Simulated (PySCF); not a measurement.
C2H13NOSi3, SMILES C[Si](C)(O)[SiH2][SiH2]N at its GFN2-xTB optimised geometry (Å):

```
20

Si     0.8022     0.7466    -1.9357
C      0.2163    -0.1584    -3.5139
C      2.7139     0.7093    -1.9688
O      0.2747     2.3020    -1.9719
Si    -0.2172     0.0090     0.0000
Si    -2.5417     0.0090     0.0000
N     -3.3159    -0.7404     1.3577
H      0.6649     0.2522    -4.4158
H     -0.8622    -0.0821    -3.6237
H      0.4659    -1.2141    -3.4815
H      3.0876    -0.3045    -1.8665
H      3.1258     1.2906    -1.1484
H      3.1217     1.1137    -2.8934
H      0.5190     2.9054    -2.6696
H      0.2963     0.7590     1.1658
H      0.2783    -1.3546     0.3023
H     -3.0961    -0.7463    -1.1330
H     -3.1258     1.3546     0.0000
H     -3.2137    -1.7366     1.4680
H     -3.2161    -0.3010     2.2590
```

Computed with CAM-B3LYP/def2-SVP in PySCF 2.14.0. Cells within 0.4 Å of a nucleus heavier than hydrogen are left out (blank, or x).

Map of the Laplacian of the electron density (e/bohr⁵) on the plane z = 1.0 Å:

```
|888888888888888888888888888|
|888888888888888888888888888|
|888888888888888888888888888|
|888888888888888888888888888|
|888888888888888888888888888|
|888888888888888888888888888|
|888888888888888888888888888|
|888888888888888888888888888|
|888888888888888888888888888|
|888888888888888888888888888|
|888888888888888888888888888|
|888888888888841888888888888|
|888889888888855888888888888|
|888899888888878888888888888|
|888980488888888888888888888|
|88898x498888888888888888888|
|888999998888888888888888888|
|888899988888888888888888888|
|888888888888888888888888888|
|888888888888888888888888888|
|888888888888888888888888888|
|888888888888888888888888888|
|888888888888888888888888888|
|888888888888888888888888888|
|888888888888888888888888888|
|888888888888888888888888888|
|888888888888888888888888888|
```
Scale: ten equal steps from -0.908 (start of '0') to 0.197 (end of '9'), in the order '0123456789'; x runs from -5.50 to 5.50, y from -5.50 (bottom) to 5.50 (top).
